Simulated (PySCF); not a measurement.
# Shieldings and the share of exact exchange

Molecule: `[SiH](C(=C)C)(O)O`, C3H8O2Si.

Mapped SMILES: `[CH2:1]=[C:2]([CH3:3])[SiH:4]([OH:5])[OH:6]`. Each H is labelled by its parent atom. Ha(C1) is cis to C3; Hb(C1) is trans to C3.

GIAO shieldings (ppm, equivalent atoms averaged) in PySCF on the PBE0-D3(BJ)/def2-SVP geometry, basis pcSseg-1, gas phase, non-relativistic:

```tsv
functional	exact exchange (%)	σ(C3)	σ(Si4)	σ(O5/O6)
BLYP	0	150.8	356.4	269.4
BP86	0	155.3	361.7	270.7
PBE	0	155.8	361.5	270.6
B3LYP	20	155.8	369.4	277.0
mPW1PW91	25	160.3	377.4	280.0
BHandHLYP	50	161.9	389.4	286.1
HF	100	170.6	425.6	298.0
```

Task: Fit each shielding as a line in the percentage of exact exchange.

Result: σ(C3) = 154.0 + 0.17 x (rms 1.8 ppm); σ(Si4) = 359.2 + 0.65 x (rms 2.3 ppm); σ(O5/O6) = 271.0 + 0.28 x (rms 1.1 ppm). The functionals also differ in their semilocal parts, which the line can't hold; Hartree–Fock has no correlation at all.

Task: What does the line predict for PBE0 (25 %), and what does the run give?

Result: σ(C3): 158.2 predicted, 161.2 computed; σ(Si4): 375.4 predicted, 377.9 computed; σ(O5/O6): 278.0 predicted, 279.9 computed ppm.
